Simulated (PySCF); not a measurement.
# Computed records: B2H4OSi, B3H6Si

All values are calculated (PySCF 2.14.0). Calculation on a computer-drawn molecule: the log of a Hartree-Fock and frozen-core CCSD(T) single point meant for a local Hartree-Fock minimum, with one planted fault or none, to be diagnosed. Offsets are logged minus clean, where the clean run is the same molecule without the fault. The reference is restricted for singlets and unrestricted otherwise, and also for a bond in bohr or an excited solution. Adding or removing an electron swaps singlet and doublet. The excited solution moves the top pair (singlet) or top alpha electron (doublet) to the lowest empty orbital. Highest occupied and lowest empty are orbital energies over both spins, largest force is the largest gradient component, triples share is (T) over the correlation energy, the T1 limit is 0.02 restricted and 0.045 unrestricted, electrons count all cores, a negative frequency is imaginary (commonest isotopes), and the dipole is about the centre of nuclear charge.

Common to all runs: meant charge 0; meant basis cc-pV(D+d)Z; logged SCF converged yes; possible faults no fault, one electron removed, one electron added, multiplicity raised by two, geometry at a saddle point, SCF held on an excited solution, minimal basis STO-3G, one bond length entered in bohr, all coordinates scaled.

```json
{"entry": 1, "formula": "B2H4OSi", "logged_structure": {"atoms_angstrom": [["B", -0.22, -2.8948, 1.3755], ["B", -0.8862, -1.377, 1.1628], ["Si", -0.0085, 0.1598, 0.1845], ["O", 0.9897, 1.101, 0.7969], ["H", 0.4473, -3.1456, 2.3415], ["H", -0.3906, -3.7695, 0.5689], ["H", -1.9814, -1.1488, 1.6069], ["H", -0.4587, 0.2763, -1.2246]]}, "given": {"meant_multiplicity": 1, "logged_electrons": 36, "logged_basis_functions": 85, "logged_spin_squared": 0.0, "logged_highest_occupied [eV]": -6.0225, "logged_lowest_empty [eV]": -4.0373, "logged_largest_force [hartree/bohr]": 0.072529, "logged_CC_converged": "no", "logged_dipole_magnitude [debye]": 3.3746, "logged_SCF_stable_within_its_kind": "no", "logged_energy_HF [hartree]": -415.05929, "drawn_bonds_atom": [1, 2, 3, 1, 1, 2, 3], "drawn_bonds_other_atom": [2, 3, 4, 5, 6, 7, 8], "drawn_bonds_order": [1, 1, 2, 1, 1, 1, 1]}, "results": {"planted_fault": "SCF held on an excited solution", "HF_energy_offset_from_clean_run [kcal/mol]": 235.2}, "notes": ["CCSD not converged"]}
{"entry": 2, "formula": "B2H4OSi", "logged_structure": {"atoms_angstrom": [["B", -1.6712, -0.1878, 0.0], ["B", -0.1444, 0.6916, 0.0], ["Si", 1.6997, -0.2145, 0.0], ["O", 3.013, 0.5177, 0.0], ["H", -2.7223, 0.3903, 0.0], ["H", -1.7116, -1.3888, 0.0], ["H", -0.1176, 1.8893, 0.0], ["H", 1.6546, -1.6978, 0.0]]}, "given": {"meant_multiplicity": 1, "logged_electrons": 36, "logged_basis_functions": 85, "logged_spin_squared": 0.0, "logged_highest_occupied [eV]": -10.746, "logged_lowest_empty [eV]": -0.94189, "logged_largest_force [hartree/bohr]": 5.008e-05, "logged_lowest_frequency [cm^-1]": -428.28, "logged_T1_diagnostic": 0.022268, "logged_D1_diagnostic": 0.085872, "logged_triples_share": 0.030229, "logged_CC_converged": "yes", "logged_dipole_magnitude [debye]": 4.5743, "logged_SCF_stable_within_its_kind": "yes", "logged_energy_HF [hartree]": -415.41019, "logged_energy_CCSD(T) [hartree]": -415.90321, "drawn_bonds_atom": [1, 2, 3, 1, 1, 2, 3], "drawn_bonds_other_atom": [2, 3, 4, 5, 6, 7, 8], "drawn_bonds_order": [1, 1, 2, 1, 1, 1, 1]}, "results": {"planted_fault": "geometry at a saddle point", "HF_energy_offset_from_clean_run [kcal/mol]": 15.05, "CCSD(T)_energy_offset_from_clean_run [kcal/mol]": 15.68}, "notes": ["T1 above single-reference limit"]}
{"entry": 3, "formula": "B3H6Si", "logged_structure": {"atoms_angstrom": [["B", -1.8511, -0.8299, -0.4576], ["B", -0.5471, 0.1533, 0.3309], ["Si", 1.3154, -0.6731, 1.0613], ["B", 1.8586, -2.7468, 0.9489], ["H", -1.8779, -1.0186, -1.7445], ["H", -2.81, -1.3705, 0.2359], ["H", -0.7197, 1.4352, 0.4773], ["H", 2.3576, 0.3421, 1.731], ["H", 2.9913, -3.1803, 1.4049], ["H", 1.0379, -3.5966, 0.4121]]}, "given": {"meant_multiplicity": 2, "logged_electrons": 35, "logged_basis_functions": 95, "logged_spin_squared": 0.7666, "logged_highest_occupied [eV]": -8.218, "logged_lowest_empty [eV]": 0.12196, "logged_largest_force [hartree/bohr]": 0.038258, "logged_T1_diagnostic": 0.018162, "logged_D1_diagnostic": 0.079978, "logged_triples_share": 0.030768, "logged_CC_converged": "yes", "logged_dipole_magnitude [debye]": 0.17858, "logged_SCF_stable_within_its_kind": "yes", "logged_energy_HF [hartree]": -366.33556, "logged_energy_CCSD(T) [hartree]": -366.74597, "drawn_bonds_atom": [1, 2, 3, 1, 1, 2, 3, 4, 4], "drawn_bonds_other_atom": [2, 3, 4, 5, 6, 7, 8, 9, 10], "drawn_bonds_order": [1, 1, 1, 1, 1, 1, 1, 1, 1]}, "results": {"planted_fault": "all coordinates scaled, by +8.1 %", "HF_energy_offset_from_clean_run [kcal/mol]": 26.35, "CCSD(T)_energy_offset_from_clean_run [kcal/mol]": 22.17}}
```
